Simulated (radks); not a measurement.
The numbers below are computed, except where a source is named.
The phosphorus ion P3+, [Ne] 3s2. Level of theory: non-relativistic Kohn-Sham, exchange-only LDA, spin-polarised, spherical densities, point nucleus (a radial shooting solver on a logarithmic mesh with Libxc functionals). Every spin shell is full or empty, so the densities are truly spherical. Functionals are evaluated on that one density, not self-consistently. Rank these exchange functionals by their error against the exact value of the orbitals, and give that value: LDA, PBEsol, PW91, OPTX, WC, AM05, B86b, G96, EV93, APBE, TPSS, SCAN, MS2, Tao-Mo, MVS.

Answer. Exact: -21.5604 hartree. From best to worst, with 100 (|E| - |E exact|)/|E exact| (equal figures are ties): Tao-Mo -0.02, OPTX +0.04, PW91 -0.05, G96 +0.14, B86b +0.18, MS2 +0.19, SCAN +0.26, MVS -0.28, TPSS +0.31, APBE +0.72, EV93 +1.53, WC -1.60, PBEsol -3.54, AM05 -7.14, LDA -8.23.
